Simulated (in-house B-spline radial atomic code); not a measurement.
Computed with a B-spline radial atomic code. Model: two electrons, singlet ground state, non-relativistic, full CI in B-splines with partial waves to l = 8 (at full coupling up to 3e-4 hartree above the limit, correlation up to 0.6 % small), density held at that of full coupling by Lieb maximisation.

Along the adiabatic connection the electron repulsion is scaled by a coupling λ while a local potential keeps the density fixed. At λ = 0 the system is the Kohn-Sham one and W equals the exchange energy; the exchange-correlation energy is the area under W between 0 and 1. The kinetic energy rises with λ as the electrons avoid each other, with dT/dλ = −λ dW/dλ.

Command:
```bash
python run_ac.py task.json out
```
Settings (lengths in bohr, energies in hartree):
```
potential              dot
strength               4.62
lmax                   8
second                 1.5
```

Cost of the run: 11 s on 1 thread of Intel(R) Xeon(R) Processor @ 2.30GHz, on a shared host.

**W = mean repulsion less Hartree energy, and W of three functionals.**

Given: confinement charge in harmonic well; well frequency 4.62 hartree; nuclear charge 1.5; external potential omega^2 r^2/2 - Z/r.

Computed: LDA exchange minus exact 287.78 millihartree; PBE exchange minus exact 79.076 millihartree.

```
coupling  W xc (hartree)  W xc minus exchange (millihartree)  kinetic minus Kohn-Sham (millihartree)  LDA (PW92) W minus its exchange (millihartree)  PBE W minus its exchange (millihartree)  SCAN W minus its exchange (millihartree)
       0          -1.954                                   0                                       0                                               0                                        0                                         0
    0.02         -1.9559                              -1.879                                       0                                          -13.56                                    -2.63                                     -1.89
    0.05         -1.9587                               -4.68                                     0.1                                          -28.35                                    -6.57                                     -4.69
    0.12               ?                                   ?                                       ?                                               ?                                        ?                                         ?
    0.25         -1.9769                             -22.853                                     2.8                                          -95.37                                   -31.98                                    -22.52
     0.4               ?                                   ?                                       ?                                               ?                                        ?                                         ?
     0.6         -2.0067                             -52.684                                    15.4                                          -173.7                                   -72.48                                    -51.29
     0.8         -2.0227                             -68.685                                    26.6                                         -209.07                                    -93.6                                    -66.61
       1          -2.038                             -83.982                                    40.4                                          -240.3                                  -113.45                                    -81.23
     1.4         -2.0667                             -112.63                                    74.7                                         -294.05                                   -149.9                                   -108.61
       2         -2.1053                             -151.26                                   140.1                                         -359.98                                  -197.94                                   -145.69
       3         -2.1601                              -206.1                                   276.3                                         -445.72                                   -264.8                                   -198.98
     4.5         -2.2255                             -271.44                                   519.2                                         -541.24                                   -343.8                                   -263.98
       7         -2.3045                             -350.44                                   967.3                                         -652.67                                  -440.44                                   -345.36
      10         -2.3697                             -415.68                                  1515.7                                         -744.61                                  -522.84                                   -414.93
```

**Question.** What belongs in the row 0.12?

**Answer.** W xc (hartree): -1.9652; W xc minus exchange (millihartree): -11.138; kinetic minus Kohn-Sham (millihartree): 0.7; LDA (PW92) W minus its exchange (millihartree): -55.7; PBE W minus its exchange (millihartree): -15.65; SCAN W minus its exchange (millihartree): -11.07.

**Question.** What belongs in the row 0.4?

**Answer.** W xc (hartree): -1.99; W xc minus exchange (millihartree): -35.934; kinetic minus Kohn-Sham (millihartree): 7.1; LDA (PW92) W minus its exchange (millihartree): -132.41; PBE W minus its exchange (millihartree): -49.94; SCAN W minus its exchange (millihartree): -35.18.

**Question.** What is the SCAN exchange minus exact?

**Answer.** 11.137 millihartree.

**Energy parts, natural occupations and partial-wave weights.**

Computed: total energy 7.7239 hartree; exchange energy -1.954 hartree; kinetic part of the DFT correlation energy 0.04038 hartree; initial slope twice GL2 -0.094155 hartree; Hartree energy 3.9081 hartree; Kohn-Sham kinetic 8.8987 hartree; Lieb Oxford ratio E_xc over LDA exchange 1.1989.

| natural | occupation of the shell (electrons) |
| --- | --- |
| s | 1.9954 |
| p | 0.003819 |
| s | 0.0004644 |
| d | 0.0001779 |
| p | ? |
| f | 2.3538e-05 |

**Question.** What belongs in the row p?

**Answer.** occupation of the shell (electrons): 5.4585e-05.

```
wave      weight
   s     0.99795
   p   0.0019387
   d  9.4605e-05
   f           ?
   g  3.0765e-06
```

**Question.** What belongs in the row f?

**Answer.** weight: 1.3242e-05.

**Question.** What is the correlation energy?

**Answer.** -0.043602 hartree.

**Question.** What is the kinetic part over minus potential part?

**Answer.** 0.48082.

Half-way to full coupling W has made 53 % of its drop, against 50 % for a straight line, and second-order (GL2) theory, half the initial slope, overshoots the correlation energy by about 8 %: a moderate bend, as in light atoms. Over couplings 0 to 1 the errors in E_xc come to about +187 millihartree for LDA, +63 millihartree for PBE, +12 millihartree for SCAN, so SCAN is nearest. In LDA and PBE the errors of exchange and correlation have opposite signs, so the sum is smaller than the larger of the two.
